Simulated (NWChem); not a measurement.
All runs are NWChem calculations. System: GeO, charge 0, spin multiplicity 1, displaced from the optimised geometry. Level: RHF/def2-SVP, spin-restricted.

Job file:

```
start mol
memory heap 200 mb stack 900 mb global 1100 mb
geometry units angstroms nocenter noautoz noautosym
  Ge     0.000000     0.000000     0.741874
  O      0.000000     0.000000    -1.318888
end
basis spherical
  * library def2-svp
end
scf
  rhf
  nopen 0
  maxiter 100
  thresh 1e-7
  semidirect memsize 60000000 filesize 0
end
task scf energy
```

Part of the output:

```
             Northwest Computational Chemistry Package (NWChem) 7.3.0
             --------------------------------------------------------

                                NWChem Input Module
                                -------------------

 Scaling coordinates for geometry "geometry" by  1.889725989
 (inverse scale =  0.529177249)

                             Geometry "geometry" -> ""
                             -------------------------

 Output coordinates in angstroms (scale by  1.889725989 to convert to a.u.)

  No.       Tag          Charge          X              Y              Z
 ---- ---------------- ---------- -------------- -------------- --------------
    1 Ge                  32.0000     0.00000000     0.00000000     0.74187400
    2 O                    8.0000     0.00000000     0.00000000    -1.31888800

 Effective nuclear repulsion energy (a.u.)      65.7375163866

            Nuclear Dipole moment (a.u.)
            ----------------------------
        X                 Y               Z
 ---------------- ---------------- ----------------
     0.0000000000     0.0000000000    24.9233390606


 Summary of "ao basis" -> "" (spherical)
 ------------------------------------------------------------------------------
       Tag                 Description            Shells   Functions and Types
 ---------------- ------------------------------  ------  ---------------------
 *                          def2-svp                  on all atoms

 Summary of "ao basis" -> "ao basis" (spherical)
 ------------------------------------------------------------------------------
       Tag                 Description            Shells   Functions and Types
 ---------------- ------------------------------  ------  ---------------------
 Ge                         def2-svp                12       32   5s4p3d
 O                          def2-svp                 6       14   3s2p1d

                                 NWChem SCF Module
                                 -----------------

  ao basis        = "ao basis"
  functions       =    46
  atoms           =     2
  closed shells   =    20
  open shells     =     0
  charge          =   0.00
  wavefunction    = RHF
  use symmetry    = F
  symmetry adapt  = F

 Summary of "ao basis" -> "ao basis" (spherical)
 ------------------------------------------------------------------------------
       Tag                 Description            Shells   Functions and Types
 ---------------- ------------------------------  ------  ---------------------
 Ge                         def2-svp                12       32   5s4p3d
 O                          def2-svp                 6       14   3s2p1d

 Forming initial guess at       0.1s

      Superposition of Atomic Density Guess
      -------------------------------------

 Sum of atomic energies:       -2149.73464424

      Non-variational initial energy
      ------------------------------

 Total energy =   -2149.259556
 1-e energy   =   -3129.105072
 2-e energy   =     914.108000
 HOMO         =      -0.369186
 LUMO         =      -0.052669

 Starting SCF solution at       0.6s

 ----------------------------------------------
         Quadratically convergent ROHF

 Convergence threshold     :          1.000E-07
 Maximum no. of iterations :          100
 Final Fock-matrix accuracy:          1.000E-09
 ----------------------------------------------

              iter       energy          gnorm     gmax       time
             ----- ------------------- --------- --------- --------
                 1    -2149.4626732635  1.93D+00  7.34D-01      0.6
                 2    -2149.7074473769  5.63D-01  2.52D-01      0.6
                 3    -2149.7436954851  6.50D-01  2.78D-01      0.6
                 4    -2149.7633677998  1.77D-01  5.72D-02      0.6
                 5    -2149.7657721258  1.76D-02  7.78D-03      0.6
                 6    -2149.7659364411  9.91D-04  3.22D-04      0.6
                 7    -2149.7659365097  2.75D-07  1.02D-07      0.7
                 8    -2149.7659365097  3.29D-09  1.26D-09      0.7

       Final RHF  results
       ------------------

         Total SCF energy =  -2149.765936509718
      One-electron energy =  -3128.394026029667
      Two-electron energy =    912.890573133329
 Nuclear repulsion energy =     65.737516386619

        Time for solution =      0.1s

             Final eigenvalues
             -----------------

              1
    1 -405.2864
    2  -52.2119
    3  -46.3121
    4  -46.3121
    5  -46.3100
    6  -20.5097
    7   -7.2667
    8   -5.2431
    9   -5.2431
   10   -5.2335
   11   -1.7185
   12   -1.7185
   13   -1.7086
   14   -1.7086
   15   -1.7063
   16   -1.0996
   17   -0.6049
   18   -0.3710
   19   -0.3710
   20   -0.3708
   21   -0.0067
   22   -0.0067
   23    0.1261
   24    0.2448
   25    0.4772
   26    0.4772
   27    0.5045
   28    0.5195
   29    0.5195
   30    0.5712

                       ROHF Final Molecular Orbital Analysis
                       -------------------------------------

 Vector   18  Occ=2.000000D+00  E=-3.710462D-01
              MO Center=  7.7D-14, -3.4D-13, -1.1D+00, r^2= 1.2D+00
   Bfn.  Coefficient  Atom+Function         Bfn.  Coefficient  Atom+Function
  ----- ------------  ---------------      ----- ------------  ---------------
    37      0.551865  2 O  py                40      0.452792  2 O  py
    16      0.206120  1 Ge py

 Vector   19  Occ=2.000000D+00  E=-3.710462D-01
              MO Center=  3.5D-13,  8.0D-14, -1.1D+00, r^2= 1.2D+00
   Bfn.  Coefficient  Atom+Function         Bfn.  Coefficient  Atom+Function
  ----- ------------  ---------------      ----- ------------  ---------------
    36      0.551865  2 O  px                39      0.452792  2 O  px
    15      0.206120  1 Ge px

 Vector   20  Occ=2.000000D+00  E=-3.707667D-01
              MO Center= -4.3D-13,  2.6D-13, -3.0D-01, r^2= 2.7D+00
   Bfn.  Coefficient  Atom+Function         Bfn.  Coefficient  Atom+Function
  ----- ------------  ---------------      ----- ------------  ---------------
    38      0.450780  2 O  pz                41      0.369655  2 O  pz
    14     -0.354052  1 Ge pz                17     -0.271172  1 Ge pz
    11      0.191108  1 Ge pz                 5     -0.177978  1 Ge s

 Vector   21  Occ=0.000000D+00  E=-6.742255D-03
              MO Center=  7.1D-15, -1.9D-15,  6.3D-01, r^2= 3.1D+00
   Bfn.  Coefficient  Atom+Function         Bfn.  Coefficient  Atom+Function
  ----- ------------  ---------------      ----- ------------  ---------------
    15      0.717399  1 Ge px                12      0.355462  1 Ge px
    39     -0.254834  2 O  px                36     -0.234907  2 O  px
     9     -0.220032  1 Ge px

 Vector   22  Occ=0.000000D+00  E=-6.742255D-03
              MO Center=  1.3D-15, -2.4D-14,  6.3D-01, r^2= 3.1D+00
   Bfn.  Coefficient  Atom+Function         Bfn.  Coefficient  Atom+Function
  ----- ------------  ---------------      ----- ------------  ---------------
    16      0.717399  1 Ge py                13      0.355462  1 Ge py
    40     -0.254834  2 O  py                37     -0.234907  2 O  py
    10     -0.220032  1 Ge py

 Vector   23  Occ=0.000000D+00  E= 1.261179D-01
              MO Center=  3.1D-16, -1.2D-15,  4.8D-01, r^2= 3.7D+00
   Bfn.  Coefficient  Atom+Function         Bfn.  Coefficient  Atom+Function
  ----- ------------  ---------------      ----- ------------  ---------------
    17      0.937918  1 Ge pz                35      0.446858  2 O  s
    41      0.400425  2 O  pz                 4     -0.355194  1 Ge s
    38      0.318605  2 O  pz                 3      0.181364  1 Ge s
    30      0.150119  1 Ge d  0

 center of mass
 --------------
 x =   0.00000000 y =   0.00000000 z =   0.70920286

 moments of inertia (a.u.)
 ------------------
         199.419387130770           0.000000000000           0.000000000000
           0.000000000000         199.419387130770           0.000000000000
           0.000000000000           0.000000000000           0.000000000000

  Mulliken analysis of the total density
  --------------------------------------

    Atom       Charge   Shell Charges
 -----------   ------   -------------------------------------------------------
    1 Ge  32    31.30   2.00  2.00  2.00  1.43  0.45  6.00  5.98  0.66  0.69  8.16  1.79  0.14
    2 O    8     8.70   1.99  1.11  0.85  2.56  2.19  0.00

       Multipole analysis of the density wrt the origin
       ------------------------------------------------

     L   x y z        total         open         nuclear
     -   - - -        -----         ----         -------
     0   0 0 0     -0.000000      0.000000     40.000000

     1   1 0 0      0.000000      0.000000      0.000000
     1   0 1 0     -0.000000      0.000000      0.000000
     1   0 0 1      2.329838      0.000000     24.923339

     2   2 0 0    -15.056013      0.000000      0.000000
     2   1 1 0     -0.000000      0.000000      0.000000
     2   1 0 1      0.000000      0.000000      0.000000
     2   0 2 0    -15.056013      0.000000      0.000000
     2   0 1 1     -0.000000      0.000000      0.000000
     2   0 0 2    -20.450155      0.000000    112.587764

 Task  times  cpu:        0.7s     wall:        0.7s

 Total times  cpu:        0.7s     wall:        0.7s
```
